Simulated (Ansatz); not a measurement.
Compare A (`CC(C)=[O+][AlH3-]`) with its isomer B (`C[CH]([AlH2])CO`).

Calculated with Ansatz (gas phase, PBE0-D4/def2-TZVP geometries, no zero-point term in ΔE). CCSD(T)/CBS adds triple-zeta CCSD(T) − MP2 to the extrapolated MP2 energy (def2 sets, frozen cores). Functionals use def2-TZVPP. B3LYP here is the variant with VWN-RPA as its local correlation; programs differ in this. Each species was taken in one conformer, which may not be the lowest.

(1) Which is lower in electronic energy at CCSD(T)/CBS, and by how much? (Estimate.)

(2) Give E(B) − E(A) in kcal/mol with PBE0-D4, ωB97M-V, MP2/def2-TZVPP, B2PLYP, B3LYP-D4, r2SCAN-D4, HF/def2-TZVPP. (An estimate is asked.)

Largest T1 diagnostic: 0.014.

Results:

(1) The calculation gave: A, by 16.4 kcal/mol.

(2) The calculation gave: PBE0-D4 16.8, ωB97M-V 18.2, MP2/def2-TZVPP 15.1, B2PLYP 19.2, B3LYP-D4 20.6, r2SCAN-D4 20.8, HF/def2-TZVPP 24.1. None reverses the order clearly.

In def2-TZVPP, CCSD(T) changes the Hartree–Fock value by −6.7 kcal/mol (the triples alone add +0.3 kcal/mol) and MP2 by −9.0 kcal/mol. From PBE to PBE0 (25 % exact exchange), in def2-TZVPP and without D4, E(B) − E(A) moves by −1.6 kcal/mol.
